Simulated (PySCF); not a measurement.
## Computed vibrations of [Tm(NH2)3]−

[Tm(NH2)3]− (singlet in the valence; each metal's 4f electrons, 13 of them, lie in its core potential, out of spins and levels). PySCF 2.14.0, RKS PBE0, Tm lcecp-0-SVP with ECP59, N def2-SVP, H def2-SVP; non-relativistic Hamiltonian with scalar-relativistic core potentials where named; density fitting; no spin-orbit coupling. Central differences of gradients.

```xyz
10

Tm    0.0000    0.0000    0.0000
N     2.3833    0.0000    0.0000
H     3.0227    0.0000    0.8001
H     3.0227    0.0000   -0.8001
N    -1.1916    2.0640    0.0000
H    -1.5114    2.6178    0.8001
H    -1.5114    2.6178   -0.8001
N    -1.1916   -2.0640    0.0000
H    -1.5114   -2.6178    0.8001
H    -1.5114   -2.6178   -0.8001
```

Run from Python with OMP_NUM_THREADS=2. Where DIIS fails, smearing, a level shift and second-order steps follow.
It took 47 s on 2 threads of Arm Neoverse V1, on a shared host.

**Question.** What are the harmonic wavenumbers and infrared intensities?

**Answer.** Modes are labelled in D3h; negative numbers are unstable modes, those under 60 cm⁻¹ near the noise; a finer grid moves soft modes by up to 10 cm⁻¹.
```json
{"cm⁻¹": "-305", "km/mol": "–", "symmetry": "e''"}
{"cm⁻¹": "-305", "km/mol": "–", "symmetry": "e''"}
{"cm⁻¹": "-278", "km/mol": "–", "symmetry": "a1''"}
{"cm⁻¹": "72", "km/mol": "34.1", "symmetry": "a2''"}
{"cm⁻¹": "113", "km/mol": "6.9", "symmetry": "e'"}
{"cm⁻¹": "113", "km/mol": "6.9", "symmetry": "e'"}
{"cm⁻¹": "196", "km/mol": "0.0", "symmetry": "a2'"}
{"cm⁻¹": "260", "km/mol": "199.9", "symmetry": "e'"}
{"cm⁻¹": "260", "km/mol": "199.9", "symmetry": "e'"}
{"cm⁻¹": "261", "km/mol": "0.0", "symmetry": "e''"}
{"cm⁻¹": "261", "km/mol": "0.0", "symmetry": "e''"}
{"cm⁻¹": "296", "km/mol": "197.6", "symmetry": "a2''"}
{"cm⁻¹": "371", "km/mol": "88.1", "symmetry": "e'"}
{"cm⁻¹": "371", "km/mol": "88.1", "symmetry": "e'"}
{"cm⁻¹": "394", "km/mol": "0.0", "symmetry": "a1'"}
{"cm⁻¹": "1532", "km/mol": "2.5", "symmetry": "e'"}
{"cm⁻¹": "1532", "km/mol": "2.5", "symmetry": "e'"}
{"cm⁻¹": "1537", "km/mol": "0.0", "symmetry": "a1'"}
{"cm⁻¹": "3471", "km/mol": "63.4", "symmetry": "e'"}
{"cm⁻¹": "3471", "km/mol": "63.4", "symmetry": "e'"}
{"cm⁻¹": "3474", "km/mol": "0.0", "symmetry": "a1'"}
{"cm⁻¹": "3546", "km/mol": "0.0", "symmetry": "e''"}
{"cm⁻¹": "3546", "km/mol": "0.0", "symmetry": "e''"}
{"cm⁻¹": "3547", "km/mol": "72.9", "symmetry": "a2''"}
```

**Question.** Is this a minimum?

**Answer.** No: 3 unstable; the lowest moves the atoms so:
```
Tm   0.00  0.00  0.00
N    0.00  0.00 -0.01
H   -0.01 -0.54  0.00
H    0.01  0.54  0.00
N    0.00  0.00 -0.02
H   -0.37 -0.24  0.00
H    0.37  0.24  0.00
N    0.00  0.00  0.03
H    0.07 -0.07  0.00
H   -0.07  0.07  0.00
```

An lcecp potential fixes the number of 4f electrons, so in runs with it no electron can move into or out of that shell.
